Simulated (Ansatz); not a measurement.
Relaxing a trial structure of FHNOSn+

The starting geometry of this gas-phase singlet was optimised with GFN2-xTB.

| atom | x (Å) | y (Å) | z (Å) |
| --- | --- | --- | --- |
| F | -2.9800 | 1.0464 | 0.5894 |
| N | -0.2311 | 0.0169 | 0.6663 |
| O | -0.1510 | 1.1524 | 0.3005 |
| Sn | -2.0353 | 2.7519 | -0.0272 |
| H | -1.2213 | -0.3255 | 0.8663 |

Where would you expect an optimisation with PBE0-D3(BJ)/def2-SVP to take it?

It keeps its bonds.

The energy falls by 0.20 eV over 11 steps:

```json
{"step": "1", "E − E(last) (eV)": "0.198"}
{"step": "2", "E − E(last) (eV)": "0.031"}
{"step": "3", "E − E(last) (eV)": "0.018"}
{"step": "4", "E − E(last) (eV)": "0.010"}
{"step": "5", "E − E(last) (eV)": "0.006"}
{"step": "7", "E − E(last) (eV)": "0.001"}
{"step": "8", "E − E(last) (eV)": "0.000"}
{"step": "9", "E − E(last) (eV)": "0.000"}
{"step": "10", "E − E(last) (eV)": "0.000"}
{"step": "11", "E − E(last) (eV)": "0.000"}
```

Final geometry (Å):

```xyz
5

F    -2.8382    0.9842    0.5976
N    -0.2855    0.0202    0.6711
O    -0.1375    1.1504    0.3026
Sn   -2.0363    2.6535    0.0019
H    -1.3212   -0.1662    0.8222
```

Frequencies at the end are all real (lowest 170 cm⁻¹). Atoms past krypton carry core potentials, without spin–orbit terms. Run with Ansatz 0.2.0, 23 s on 1 thread of Arm Neoverse V2, on a shared host.
